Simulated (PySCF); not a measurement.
A small calculation by hand: oscillator strength and radiative lifetime

Sn(Cl)2(OMe)(NH2) (CH5Cl2NOSn), SMILES C[O][Sn]([NH2])([Cl])[Cl].

Geometry: r2SCAN-D4/def2-SVP. The def2 effective core potentials stand for the cores of Sn; spin–orbit coupling is left out. Other conformers were not sampled.

TDA-PBE/def2-SVPD (PySCF 2.14.0) puts the first singlet state with f over 0.02 at 4.21 eV (vertical), with the transition dipole (0.091, -0.499, -0.507) in atomic units.

Task: Find the oscillator strength, the wavelength and the radiative lifetime that this transition would have in vacuum if emission retraced absorption.

Result: 
|μ|² = 0.5143 au, so |μ| = 1.82 D. ΔE = 4.21/27.211 = 0.1547 hartree. f = (2/3) ΔE |μ|² = 0.053 (the program prints 0.053).
λ = 1239.84/4.21 = 294 nm; ν = 33956 cm⁻¹.
Einstein's coefficient A = 0.6670 ν² f s⁻¹ (ν in cm⁻¹) = 4.1e7 s⁻¹, so τ = 1/A = 25 ns. This state is S2; the lower singlet has f = 0.006. The figure is the radiative limit of this one transition; relaxation, internal conversion, crossing to triplets and a medium change what is measured.
